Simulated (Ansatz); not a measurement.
Ansatz (an electronic-structure program) input (CCSD(T)/aug-cc-pVDZ):

Ansatz 0.2 input:
```yaml
crystal:
  periodic: [false, false, false]
  atoms:
    - {symbol: C, position_ang: [0.65621067, -0.39687436, -0.52853236]}
    - {symbol: O, position_ang: [1.45421775, -0.89632698, -1.19815755]}
    - {symbol: C, position_ang: [-0.22869355, 0.23702582, 0.34198040]}
    - {symbol: O, position_ang: [0.27629136, 0.80648481, 1.33365768]}
    - {symbol: C, position_ang: [-1.69940992, 0.18755114, 0.02569503]}
    - {symbol: H, position_ang: [-1.90612884, -0.36571321, -0.89199072]}
    - {symbol: H, position_ang: [-2.22863414, -0.28754463, 0.85369269]}
    - {symbol: H, position_ang: [-2.07795303, 1.20577954, -0.08056141]}
basis:
  gaussian:
    orbitals: aug-cc-pVDZ
magnetization: {spin_polarized: true, initial_magnetization: 1}
correlation: {method: ccsd_t, electrons: outside_noble_gas}
output: {forces: true}
```

End of the output:

```
cycle  13  -21.65468804 eV  change    4.1e-7 eV  update   1.8e-6
cycle  14  -21.65468829 eV  change   -2.5e-7 eV  update   8.9e-7
coupled cluster: 2.82 GiB planned
perturbative correction -0.88751485 eV, -0.0326155690 hartree
the calculation of the forces begins
Total energy: -7235.05264969 eV, -265.8832807811 hartree
Atom 0 at     0.656211    -0.396874    -0.528532 Å, force    -0.685711     0.350924     0.450327 eV/Å
Atom 1 at     1.454218    -0.896327    -1.198158 Å, force     1.377889    -0.865562    -1.161292 eV/Å
Atom 2 at    -0.228694     0.237026     0.341980 Å, force    -0.644258    -0.041878    -0.170847 eV/Å
Atom 3 at     0.276291     0.806485     1.333658 Å, force     0.420195     0.553778     0.952937 eV/Å
Atom 4 at    -1.699410     0.187551     0.025695 Å, force    -0.054285     0.030181     0.039487 eV/Å
Atom 5 at    -1.906129    -0.365713    -0.891991 Å, force    -0.069283    -0.249672    -0.410253 eV/Å
Atom 6 at    -2.228634    -0.287545     0.853693 Å, force    -0.204727    -0.210507     0.351033 eV/Å
Atom 7 at    -2.077953     1.205780    -0.080561 Å, force    -0.139822     0.432734    -0.051392 eV/Å
Dipole moment:    -0.394891    -0.219702    -0.414864 e Å
```

It need not be the lowest isomer of its formula.
